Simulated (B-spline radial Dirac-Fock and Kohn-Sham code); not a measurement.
Level of theory: ΔSCF Dirac-Fock with Breit, self-energy and vacuum polarisation, finite nucleus, configuration average; an atomic code on a B-spline grid. Free neutral atoms.

Question: Order these X-ray lines by photon energy, lowest first.
A. Sr Lα2
B. Ne Kα1
C. Si Kα2
D. Ni Lη
E. Lu Mβ
F. Fe Lβ6

Answer: F (715.5 eV), D (756.9 eV), B (849.5 eV), E (1634.1 eV), C (1740.2 eV), A (1806.5 eV).

Values without a named source are computed, but for edge energies of neutral atoms, which are taken from tables.
